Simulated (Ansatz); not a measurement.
Ge(NH2)2 (GeN₂H₄). Total charge 0; singlet. Geometry r2SCAN-D4/def2-TZVP.

Cartesian coordinates in Å:
```
Ge -0.287 1.024 -0.643
N -0.446 0.623 1.135
H -0.827 1.290 1.787
H -0.186 -0.243 1.585
N 0.434 -0.576 -1.165
H 0.673 -0.750 -2.128
H 0.639 -1.368 -0.572
```

The 6-31G sets use Cartesian d functions.

Problem. Estimate the orbital energies around the gap (eV) in Ansatz with HF/STO-3G, HF/6-31G, HF/def2-TZVP, PBE-D4/def2-TZVP, PBE0-D4/def2-SVP.

Solution. 
| orbital | HF/STO-3G | HF/6-31G | HF/def2-TZVP | PBE-D4/def2-TZVP | PBE0-D4/def2-SVP |
| --- | --- | --- | --- | --- | --- |
| HOMO−5 | -15.12 | -17.78 | -17.87 | -12.02 | -13.57 |
| HOMO−4 | -14.97 | -17.14 | -17.26 | -11.55 | -13.06 |
| HOMO−3 | -11.29 | -14.22 | -14.39 | -9.11 | -10.52 |
| HOMO−2 | -8.98 | -11.54 | -11.62 | -6.70 | -7.95 |
| HOMO−1 | -7.50 | -10.20 | -10.31 | -5.73 | -6.68 |
| HOMO | -6.41 | -9.19 | -9.27 | -5.54 | -6.66 |
| LUMO | 6.78 | 2.38 | 2.43 | -1.34 | -0.35 |
| LUMO+1 | 12.15 | 3.78 | 3.52 | 0.08 | 1.34 |
| LUMO+2 | 14.42 | 4.99 | 3.66 | 0.24 | 1.81 |
| LUMO+3 | 19.73 | 6.74 | 5.17 | 1.78 | 3.47 |
| LUMO+4 | 20.18 | 7.62 | 6.02 | 2.33 | 3.93 |
| LUMO+5 | 21.75 | 8.22 | 6.22 | 2.37 | 4.28 |
